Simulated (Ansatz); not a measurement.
Cl2Zn (SMILES [Cl][Zn][Cl]) moved off its minimum; all values from Ansatz (a first-principles code), cores frozen in correlated methods.
(charge 0, multiplicity 1)
```xyz
3

Zn    -0.0285    -0.0057    -0.0058
Cl    -0.0901     0.0282    -2.0768
Cl     0.0138    -0.0523     2.2102
```

Forces at r2SCAN/def2-TZVPP (eV/Å):

| atom | Fx | Fy | Fz |
|---|---|---|---|
| Zn1 | 0.020 | -0.043 | 1.765 |
| Cl2 | 0.006 | 0.003 | -0.025 |
| Cl3 | -0.027 | 0.039 | -1.739 |

Give the forces (eV/Å), the total energy and the dipole at CCSD(T)/def2-TZVPPD.


```csv
atom,Fx,Fy,Fz
Zn1,0.026,-0.043,1.856
Cl2,-0.003,0.008,-0.331
Cl3,-0.023,0.035,-1.525
```
Energy -2697.8367 hartree, dipole 0.59 D.
